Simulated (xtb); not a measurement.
C7H15N2, doublet, geometry from GFN2-xTB; xtb with GFN2-xTB.

xtb was given this input:
```
$ xtb mol.xyz --gfn 2 --uhf 1 --acc 30 --json

# file mol.xyz
24

C      3.34900385     0.31032774    -0.65538033
C      2.06030662     1.07116658    -0.67526564
N      0.87108629     0.67628533    -0.30590455
C      0.50267291    -0.34318910     0.42116950
C      1.35154142    -1.14371165     1.37350255
N     -0.81569897    -0.73239201     0.35379018
C     -1.80278142     0.03730434    -0.37167900
C     -2.30713256     1.22146102     0.45737020
C     -2.94926986    -0.88426942    -0.77700676
H      3.93505064     0.55762107    -1.54009566
H      3.17177503    -0.76281394    -0.64031652
H      3.95348824     0.57365750     0.21808120
H      2.08546861     2.06334202    -1.10551251
H      0.78595530    -1.38211992     2.27457911
H      1.66923881    -2.08413685     0.91966500
H      2.23401805    -0.57772322     1.65676201
H     -1.17039874    -1.23072138     1.15780263
H     -1.29504850     0.42063107    -1.26144456
H     -3.01957096     1.80856277    -0.11545716
H     -2.79464287     0.87154719     1.36604533
H     -1.46763277     1.85600773     0.72822377
H     -3.46127080    -1.26448192     0.10540756
H     -2.57170339    -1.72757802    -1.34947080
H     -3.66848333    -0.34358449    -1.38573217
```

### Question
Write the output that xtb gives for this input, abridged.

### Answer

```
   ID    Z sym.   atoms
    1    6 C      1, 2, 4, 5, 7-9
    2    7 N      3, 6
    3    1 H      10-24

           -------------------------------------------------
          |                Calculation Setup                |
           -------------------------------------------------

           -------------------------------------------------
          |                 G F N 2 - x T B                 |
           -------------------------------------------------

          ...................................................
          :                      SETUP                      :
          :.................................................:
          :  # basis functions                  51          :
          :  # atomic orbitals                  51          :
          :  # shells                           33          :
          :  # electrons                        53          :
          :  max. iterations                   250          :
          :  Hamiltonian                  GFN2-xTB          :
          :  restarted?                      false          :
          :  GBSA solvation                  false          :
          :  PC potential                    false          :
          :  electronic temp.          300.0000000     K    :
          :  accuracy                   30.0000000          :
          :  -> integral cutoff          0.2000000E+02      :
          :  -> integral neglect         0.3000000E-06      :
          :  -> SCF convergence          0.3000000E-04 Eh   :
          :  -> wf. convergence          0.3000000E-02 e    :
          :  Broyden damping             0.4000000          :
          :  net charge                          0          :
          :  unpaired electrons                  1          :
          ...................................................

 iter      E             dE          RMSdq      gap      omega  full diag
   1    -28.8009053 -0.288009E+02  0.257E+00    3.07       0.0  T
   2    -28.8422570 -0.413517E-01  0.167E+00    2.98       1.0  T
   3    -28.8450142 -0.275716E-02  0.859E-01    3.03       1.0  T
   4    -28.8445017  0.512485E-03  0.537E-01    2.88       1.0  T
   5    -28.8494860 -0.498436E-02  0.124E-01    2.93       1.0  T
   6    -28.8496535 -0.167432E-03  0.431E-02    2.93       1.0  T
   7    -28.8496590 -0.553915E-05  0.197E-02    2.93       1.0  T
   8    -28.8496597 -0.664129E-06  0.283E-03    2.93       7.2  T

[...]
         :: total energy             -28.435374058669 Eh    ::
[...]
                             4 C    0.163
     3   7 N    3.183 --     2 C    1.511     4 C    1.449
     4   6 C    3.886 --     3 N    1.449     6 N    1.205     5 C    0.999
                             2 C    0.163
     5   6 C    3.996 --     4 C    0.999    16 H    0.980    14 H    0.978
                            15 H    0.966
     6   7 N    3.370 --     4 C    1.205     7 C    0.991    17 H    0.943
     7   6 C    3.974 --     9 C    1.005     8 C    0.994     6 N    0.991
                            18 H    0.959
     8   6 C    3.995 --     7 C    0.994    20 H    0.987    21 H    0.985
                            19 H    0.985
     9   6 C    3.995 --     7 C    1.005    23 H    0.986    22 H    0.985
                            24 H    0.985
    10   1 H    0.999 --     1 C    0.978
    11   1 H    0.999 --     1 C    0.981
    12   1 H    0.998 --     1 C    0.959
    13   1 H    1.000 --     2 C    0.965
    14   1 H    0.999 --     5 C    0.978
    15   1 H    0.998 --     5 C    0.966
    16   1 H    0.997 --     5 C    0.980
    17   1 H    0.977 --     6 N    0.943
    18   1 H    0.996 --     7 C    0.959
    19   1 H    0.998 --     8 C    0.985
    20   1 H    0.999 --     8 C    0.987
    21   1 H    0.997 --     8 C    0.985
    22   1 H    0.998 --     9 C    0.985
    23   1 H    0.998 --     9 C    0.986
    24   1 H    0.997 --     9 C    0.985
 ---------------------------------------------------------------------------

Topologies differ in total number of bonds
Writing topology from bond orders to xtbtopo.mol

molecular dipole:
                 x           y           z       tot (Debye)
 q only:       -0.620      -0.422       0.282
   full:       -0.357      -0.613       0.567       2.310
molecular quadrupole (traceless):
                xx          xy          yy          xz          yz          zz
 q only:        1.940      -0.633      -1.236       0.884      -0.863      -0.705
  q+dip:        3.144      -0.235      -2.431      -0.404      -2.241      -0.713
   full:        3.073      -0.384      -2.572      -0.112      -1.586      -0.501

           -------------------------------------------------
          | TOTAL ENERGY              -28.435374058669 Eh   |
          | GRADIENT NORM               0.000079560651 Eh/α |
          | HOMO-LUMO GAP               2.933230733788 eV   |
           -------------------------------------------------

normal termination of xtb
```
